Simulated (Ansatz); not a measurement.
## Two structures of AlH8LiSi3

We compare I, `[Li][Si]([AlH2])([SiH3])[SiH3]`, a singlet, with II, a singlet given by its coordinates. Both are isolated molecules in the gas phase, relaxed with B3LYP/6-31G*; the shapes shown needn't be the lowest conformers.

I (Å):

```yaml
atoms:
  - { symbol: Al, position_ang: [-0.6714, 1.0754, -1.8188] }
  - { symbol: Li, position_ang: [-0.7833, 3.3634, 1.3811] }
  - { symbol: Si, position_ang: [-0.9270, 1.0381, 0.5671] }
  - { symbol: Si, position_ang: [-3.0201, 0.1760, 1.1996] }
  - { symbol: Si, position_ang: [0.7831, -0.1992, 1.6008] }
  - { symbol: H, position_ang: [0.7752, 1.0633, -2.5025] }
  - { symbol: H, position_ang: [-1.9197, 1.3289, -2.7873] }
  - { symbol: H, position_ang: [-3.2524, 0.2928, 2.6731] }
  - { symbol: H, position_ang: [-3.2416, -1.2624, 0.8613] }
  - { symbol: H, position_ang: [-4.1182, 0.9472, 0.5409] }
  - { symbol: H, position_ang: [2.1216, 0.3310, 1.1984] }
  - { symbol: H, position_ang: [0.7869, -1.6601, 1.2870] }
  - { symbol: H, position_ang: [0.7246, -0.0988, 3.0926] }
```

II (Å):

```xyz
13

Al    0.9444   -0.0205   -0.8923
Li    2.2576   -1.3633    0.9954
Si    0.2519    0.0297    1.5741
Si   -1.3311   -0.4433   -0.1242
Si   -2.8683    1.3084   -0.3571
H    -0.0044    0.8951    2.7620
H     0.6346   -1.3406    2.1618
H    -2.0139   -1.7701   -0.0360
H     1.5288    1.1393   -1.8042
H     1.9272   -1.3636   -0.7727
H    -3.5714    1.2528   -1.6712
H    -2.1470    2.6114   -0.2841
H    -3.9118    1.3066    0.7087
```

Close contacts (Å): Al1–Li2 2.66, Al1–Si3 2.56, Al1–Si4 2.44, Li2–Si3 2.51, Si3–Si4 2.37, Si4–Si5 2.34, Al1–H9 1.59, Al1–H10 1.67, Li2–H7 2.00, Li2–H10 1.80, Si3–H6 1.49, Si3–H7 1.54, Si4–H8 1.49, Si5–H11 1.49, Si5–H12 1.49, Si5–H13 1.49.

Energies in hartree; the thermal terms are from B3LYP/6-31G* harmonic frequencies (ideal gas, rigid rotor, one conformer each, 298.15 K, 1 atm) and include the zero-point energy:

|  | I | II |
| --- | --- | --- |
| E, CCSD(T)/def2-SVP | −1120.925580 | −1120.930059 |
| E, MP2/def2-SVP | −1120.835029 | −1120.837562 |
| E, MP2/def2-TZVPP | −1121.353095 | −1121.359211 |
| zero-point energy | 0.065741 | 0.066289 |
| H(298 K) − E | 0.078440 | 0.077632 |
| G(298 K) − E | 0.026993 | 0.031043 |

Problem. Correct the CCSD(T) difference for the basis set by the MP2 change, then work out ΔE, ΔE₀, ΔH and ΔG for I → II in kJ/mol (1 Eh = 2625.50 kJ/mol) and the equilibrium ratio [II]/[I].

Solution. 1. Differences II − I: CCSD(T) −0.004479, MP2 in the small set −0.002533, MP2 in the large set −0.006116 Eh.
2. ΔE = −0.004479 + (−0.006116 − (−0.002533)) = −0.008062 Eh = −21.17 kJ/mol.
3. ΔE₀ = ΔE + ΔZPE = −0.008062 + (+0.000548) Eh = −19.73 kJ/mol.
4. ΔH = ΔE + (−0.000808) Eh = −23.29 kJ/mol.
5. ΔG = ΔE + (+0.004050) Eh = −10.53 kJ/mol, so ΔS = (ΔH − ΔG)/T = −42.8 J/(mol K).
6. kT = 0.9442 mEh, so K = [II]/[I] = exp(−ΔG/kT) = exp(+4.25) ≈ 70.

Structure II is favoured at this temperature. An error of 4 kJ/mol in ΔG would change K by a factor of 5. HF/def2-SVP gave ΔE the other sign. Mirror images and further conformers aren't counted.

Other levels gave ΔE = −12.8 (B3LYP/6-31G*); +16.1 (HF/def2-SVP); −6.6 (MP2/def2-SVP); −11.8 (CCSD(T)/def2-SVP) kJ/mol. The correlated steps freeze 20 core orbitals; the last core shell of Li is correlated, in a basis made for valence electrons. Programs: Ansatz 0.2.0.
